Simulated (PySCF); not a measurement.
**Radial density of P+ (phosphorus, charge +1)**

UHF, [Ne] 3s2 3p2, high-spin 3P determinant. Calculation: PySCF 2.14, in cc-pVTZ-DK; scalar relativity by spin-free X2C-1e.

```json
{"r (bohr)": "0.00136", "4πr²ρ (e/bohr)": "0.06001", "4πr²(ρα − ρβ)": "0.0000"}
{"r (bohr)": "0.00229", "4πr²ρ (e/bohr)": "0.1572", "4πr²(ρα − ρβ)": "0.0000"}
{"r (bohr)": "0.00386", "4πr²ρ (e/bohr)": "0.4077", "4πr²(ρα − ρβ)": "0.0000"}
{"r (bohr)": "0.00649", "4πr²ρ (e/bohr)": "1.032", "4πr²(ρα − ρβ)": "0.0000"}
{"r (bohr)": "0.0109", "4πr²ρ (e/bohr)": "2.491", "4πr²(ρα − ρβ)": "0.0001"}
{"r (bohr)": "0.0184", "4πr²ρ (e/bohr)": "5.528", "4πr²(ρα − ρβ)": "0.0002"}
{"r (bohr)": "0.0309", "4πr²ρ (e/bohr)": "10.62", "4πr²(ρα − ρβ)": "0.0011"}
{"r (bohr)": "0.0519", "4πr²ρ (e/bohr)": "15.98", "4πr²(ρα − ρβ)": "0.0057"}
{"r (bohr)": "0.0873", "4πr²ρ (e/bohr)": "16.37", "4πr²(ρα − ρβ)": "0.0269"}
{"r (bohr)": "0.147", "4πr²ρ (e/bohr)": "11.49", "4πr²(ρα − ρβ)": "0.0949"}
{"r (bohr)": "0.247", "4πr²ρ (e/bohr)": "12.84", "4πr²(ρα − ρβ)": "0.1949"}
{"r (bohr)": "0.416", "4πr²ρ (e/bohr)": "15.71", "4πr²(ρα − ρβ)": "0.1358"}
{"r (bohr)": "0.699", "4πr²ρ (e/bohr)": "6.745", "4πr²(ρα − ρβ)": "0.0054"}
{"r (bohr)": "1.18", "4πr²ρ (e/bohr)": "2.187", "4πr²(ρα − ρβ)": "0.6290"}
{"r (bohr)": "1.98", "4πr²ρ (e/bohr)": "2.082", "4πr²(ρα − ρβ)": "1.0357"}
{"r (bohr)": "3.33", "4πr²ρ (e/bohr)": "0.4032", "4πr²(ρα − ρβ)": "0.2596"}
{"r (bohr)": "5.60", "4πr²ρ (e/bohr)": "0.01158", "4πr²(ρα − ρβ)": "0.0096"}
```

Densities and radii are taken from the X2C orbitals without a picture-change correction, which distorts them close to the nucleus.
